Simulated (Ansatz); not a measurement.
`[SiH3][GeH2][SiH2][SiH2][GeH3]` + H₂ → `[SiH3][SiH2][GeH3]` + `[SiH3][GeH3]`  (hydrogenolysis of the Si–Ge bond)

Program: Ansatz. Geometries: PBE0-D4/def2-TZVP. ΔE: electronic, gas phase. CBS: MP2 limit from def2 TZ/QZ plus the TZ coupled-cluster correction, frozen cores. This one scheme is used for every species. For Ge outer-core shells are correlated without core-valence functions, which leaves a few kJ/mol of doubt a bond. Scalar relativity is left out up to krypton. Each species was taken in one conformer, which may not be the lowest.

`[SiH3][GeH2][SiH2][SiH2][GeH3]`:

```xyz
17

Si   -2.496    0.366    0.871
Ge   -0.397    1.338    1.426
Si    1.313   -0.321    1.365
Si    1.091   -1.528   -0.622
Ge    1.011   -0.023   -2.464
H    -2.797   -0.749    1.809
H    -3.591    1.369    0.947
H    -2.439   -0.180   -0.511
H    -0.465    1.994    2.819
H    -0.062    2.441    0.404
H     2.655    0.322    1.422
H     1.170   -1.220    2.544
H     2.214   -2.490   -0.805
H    -0.183   -2.299   -0.576
H     0.875   -0.776   -3.798
H     2.291    0.830   -2.513
H    -0.191    0.926   -2.317
```

H₂:

Z-matrix (Å, degrees):
```
H
H 1 0.746
```

`[SiH3][SiH2][GeH3]`:

Z-matrix (Å, degrees):
```
Si
Si 1 2.337
H 1 1.488 2 109.7
H 1 1.488 2 111.3 3 120.4
H 1 1.488 2 109.7 3 -119.2
Ge 2 2.380 1 110.4 3 59.6
H 2 1.490 1 109.9 3 -179.8
H 2 1.490 1 109.9 3 -61.0
H 6 1.538 2 110.2 1 -59.7
H 6 1.538 2 110.2 1 59.6
H 6 1.538 2 111.3 1 179.9
```

`[SiH3][GeH3]`:

Cartesian coordinates in Å:
```
Si -1.152 -0.075 -0.328
Ge 1.130 0.074 0.322
H -1.544 1.135 -1.098
H -2.021 -0.182 0.874
H -1.362 -1.275 -1.180
H 2.039 0.177 -0.914
H 1.546 -1.169 1.126
H 1.364 1.316 1.198
```

| species | CCSD(T)/def2-TZVPP energy (Eh) |
| --- | --- |
| `[SiH3][GeH2][SiH2][SiH2][GeH3]` | -5025.58348 |
| H₂ | -1.17233 |
| `[SiH3][SiH2][GeH3]` | -2658.50454 |
| `[SiH3][GeH3]` | -2368.24719 |

Work out ΔE.

ΔE = (-2658.50454) + (-2368.24719) − (-5025.58348) − (-1.17233) = 0.00408 Eh = +0.11 eV. CCSD(T)/CBS gives +0.15 eV.

Largest T1 diagnostic among the species: 0.013.

From PBE to PBE0 (25 % exact exchange), in def2-TZVPP and without D4, ΔE moves by −0.04 eV. In def2-TZVPP, CCSD(T) changes the Hartree–Fock value by +0.43 eV (the triples alone add +0.08 eV) and MP2 by +0.51 eV.
